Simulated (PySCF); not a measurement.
# Electronic structure of Cr²⁺ (chromium, charge +2) at the UHF level

Configuration: [Ar] 3d4, high-spin 5D determinant. All numbers are calculated (PySCF 2.14, the spin-free X2C one-electron Hamiltonian (Gaussian nucleus), in aug-cc-pVTZ-DK).

* Total energy: -1048.882134 hartree
* One-electron energy: -1428.5763 hartree
* Hartree (Coulomb) energy: 427.3972 hartree
* Exchange energy: -47.7031 hartree
* ⟨S²⟩: 6.0014
* ⟨L²⟩: 6.017
* Sum of ⟨r⟩: 14.56 bohr
* Sum of ⟨r²⟩: 16.15 bohr²
* Traceless quadrupole moment −½Σ⟨3z² − r²⟩ along its main axis: -0.489 e·bohr²
* Langevin diamagnetic susceptibility: -12.8 ×10⁻⁶ cm³/mol

```tsv
shell	electrons	mean orbital energy (hartree)	spread (hartree)	rms radius, mean of both spins (bohr)
1s α	1	-222.85900	0	0.0734
1s β	1	-222.85850	0	0.0734
2s α	1	-27.45074	0	0.316
2s β	1	-27.35841	0	0.316
2p α	3	-23.08989	0.00114	0.287
2p β	3	-22.99628	0.02890	0.287
3s α	1	-4.32473	0	0.965
3s β	1	-4.01598	0	0.965
3p α	3	-3.07172	0.04851	1.04
3p β	3	-2.69377	0.07303	1.04
3d α	4	-1.19143	0.06391	1.33
```

Densities and radii are taken from the X2C orbitals without a picture-change correction, which distorts them close to the nucleus.

Spin-orbit constants ζ (cm⁻¹) from the X2C one-electron operator on these orbitals: bare nucleus, nucleus screened by l(l+1)(2l+1)/3 electrons, and screened by the Breit-Pauli mean field of the electrons.

```tsv
shell	bare	screened nucleus	mean field
2p	49410	45290	43430
3p	5749	5270	5018
3d	486.1	283.5	250.3
```

To first order the Landé constant is A = 62.57 cm⁻¹, so the lowest level has J = 0 and lies 0.0465 eV below the centre of the term. This holds in LS coupling only.
